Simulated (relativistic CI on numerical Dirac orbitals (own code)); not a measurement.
## Calculated levels, Ho3+

Computed by Dirac-Coulomb-Breit CI, KLI orbitals optimised for each configuration, QED by a radiative potential, valence Slater integrals scaled by 0.8 (own radial code, finite nucleus).

Configuration list (outside the closed core [Xe]): 4f10.

The lowest level is 4f10 5I_8, with 92 % of that term; Hund's rules for 4f10 give 5I with J = 8, in agreement.

```csv
No.,Configuration,Term,J,E (eV),%,jj configuration (%)
1,4f10,5I,8,0.0000,92,4f7/2^4 (60)
2,4f10,5I,7,0.6312,97,4f5/2^5 4f7/2^5 (77)
3,4f10,5I,6,1.0617,94,4f5/2^4 4f7/2^6 (60)
4,4f10,5I,5,1.3712,89,4f5/2^4 4f7/2^6 (36)
5,4f10,5I,4,1.6224,88,4f5/2^4 4f7/2^6 (38)
6,4f10,5F,5,2.0171,72,4f7/2^4 (48)
7,4f10,5S,2,2.3311,56,4f7/2^4 (55)
8,4f10,3K,8,2.3560,71,4f7/2^4 (38)
9,4f10,5F,4,2.4310,90,4f5/2^5 4f7/2^5 (47)
10,4f10,5F,3,2.6755,87,4f5/2^5 4f7/2^5 (68)
11,4f10,5F,2,2.6870,48,4f5/2^5 4f7/2^5 (40)
12,4f10,5G,6,2.8442,51,4f7/2^4 (44)
13,4f10,5F,1,2.8490,73,4f5/2^5 4f7/2^5 (69)
14,4f10,3K,7,2.9492,84,4f5/2^5 4f7/2^5 (52)
15,4f10,3G,5,2.9780,40,4f5/2^5 4f7/2^5 (44)
16,4f10,3G,4,3.2547,47,4f5/2^5 4f7/2^5 (56)
17,4f10,3L,9,3.2675,90,4f5/2^5 4f7/2^5 (96)
18,4f10,3H,6,3.3461,45,4f5/2^5 4f7/2^5 (59)
19,4f10,3K,6,3.4265,83,4f5/2^4 4f7/2^6 (44)
20,4f10,5F,2,3.4807,36,4f5/2^4 4f7/2^6 (51)
21,4f10,5G,5,3.4934,68,4f5/2^5 4f7/2^5 (55)
22,4f10,3F,4,3.6219,26,4f7/2^4 (42)
23,4f10,5G,3,3.7065,59,4f5/2^5 4f7/2^5 (73)
24,4f10,5G,2,3.8879,43,4f5/2^4 4f7/2^6 (40)
25,4f10,3L,8,3.9201,67,4f5/2^4 4f7/2^6 (71)
26,4f10,3M,10,3.9340,98,4f5/2^5 4f7/2^5 (84)
27,4f10,3P,1,4.0136,64,4f5/2^4 4f7/2^6 (54)
28,4f10,3D,3,4.0323,62,4f5/2^4 4f7/2^6 (71)
29,4f10,1L,8,4.1219,61,4f5/2^4 4f7/2^6 (63)
30,4f10,3F,3,4.2512,46,4f5/2^4 4f7/2^6 (50)
31,4f10,5G,4,4.3087,39,4f5/2^4 4f7/2^6 (77)
32,4f10,3P,0,4.3090,99,4f5/2^4 4f7/2^6 (78)
33,4f10,3L,7,4.3726,78,4f5/2^4 4f7/2^6 (40)
34,4f10,3F,2,4.4077,33,4f5/2^4 4f7/2^6 (54)
35,4f10,3H,5,4.4088,38,4f5/2^3 4f7/2^7 (52)
36,4f10,3F,4,4.4605,37,4f5/2^5 4f7/2^5 (38)
37,4f10,3I,7,4.4992,87,4f5/2^5 4f7/2^5 (50)
38,4f10,3M,9,4.5639,90,4f5/2^4 4f7/2^6 (96)
39,4f10,3P,2,4.5690,36,4f5/2^4 4f7/2^6 (51)
40,4f10,3I,5,4.6536,65,4f5/2^5 4f7/2^5 (47)
41,4f10,3I,6,4.7031,87,4f5/2^4 4f7/2^6 (48)
42,4f10,3F,4,4.7678,76,4f5/2^4 4f7/2^6 (52)
43,4f10,3D,1,4.8907,53,4f5/2^3 4f7/2^7 (69)
44,4f10,3G,3,5.0016,39,4f5/2^3 4f7/2^7 (70)
45,4f10,5D,4,5.2228,55,4f5/2^4 4f7/2^6 (52)
```

Energies count from the lowest computed level. Filled j subshells are mostly left out of the jj labels.

The mean weight of the leading LS term, summed over parents, in these 45 levels is 65 %, and that of the leading jj configuration (from the same eigenvectors) 57 %.

One configuration and one scale for all Slater integrals: terms of lower spin can come out thousands of cm⁻¹ low, and their order can be wrong.

Landé's interval rule says that E(J) − E(J−1) = AJ with one A. For the ground term the intervals give A = -405.1, -416.1, -496.0, -636.4 cm⁻¹ for J = 5, 6, 7, 8; the multiplet is inverted.

LS names give the leading component of a level, which can be under half, so a name can repeat, a term be missing and a line seem to break the LS rules.
